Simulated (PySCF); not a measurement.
Structure with atom numbers: `[CH3:1][C:2](=[O:3])[c:4]1[cH:5][cH:6][cH:7][s:8]1`; H(Xn) means a hydrogen on atom n.

Geometry: PBE0-D3(BJ)/def2-TZVP; GIAO shifts from PySCF 2.14.0 with density-fitted response routines, gas phase, non-relativistic, averaged over equivalent atoms.

At KT3/pcSseg-2 (379 basis functions, 2.1 min wall time on 1 thread of an Intel Xeon Platinum 8488C, shared host):
| atoms | δ (ppm) |
| --- | --- |
| C2 | 182.2 |
| C4 | 141.0 |
| C5 | 129.1 |
| C7 | 128.9 |
| C6 | 125.6 |
| C1 | 28.4 |
| O3 | 559.0 |
| S8 | 234.4 |
| H(C5) | 8.14 |
| H(C7) | 7.36 |
| H(C6) | 7.24 |
| H(C1) | 2.48 |

References, each an isolated molecule treated in the same way: ¹³C (183.24 ppm) and ¹H (31.63 ppm) vs TMS; ¹⁷O (325.30 ppm) vs H2O; ³³S (535.12 ppm) vs CS2.

Predict the values at PBE0/pcSseg-2 on the same geometry.

## Answers


| atoms | δ at PBE0/pcSseg-2 | change |
| --- | --- | --- |
| C2 | 198.0 | +15.8 |
| C4 | 153.6 | +12.6 |
| C5 | 142.0 | +12.9 |
| C7 | 141.8 | +12.9 |
| C6 | 136.7 | +11.1 |
| C1 | 30.0 | +1.6 |
| O3 | 615.9 | +56.9 |
| S8 | 249.5 | +15.1 |
| H(C5) | 8.33 | +0.19 |
| H(C7) | 7.58 | +0.22 |
| H(C6) | 7.40 | +0.16 |
| H(C1) | 2.51 | +0.03 |

δ = σ(ref) − σ, references computed at the same level: ¹³C (σref 186.03) and ¹H (σref 31.52) vs TMS; ¹⁷O (σref 329.54) vs H2O; ³³S (σref 512.98) vs CS2.

The largest change is at O3 (ketone oxygen). Cost: 379 basis functions, 93 s wall time on 1 thread of an Intel Xeon Platinum 8488C, shared host. The order of the carbon signals is the same at both levels.

Unscaled 17O shifts of doubly bonded oxygen tend to come out too high, by tens of ppm or more. Experimental scales use liquid or dissolved standards, which lie at an offset from isolated H2O (liquid H2O: subtract about 36 ppm).
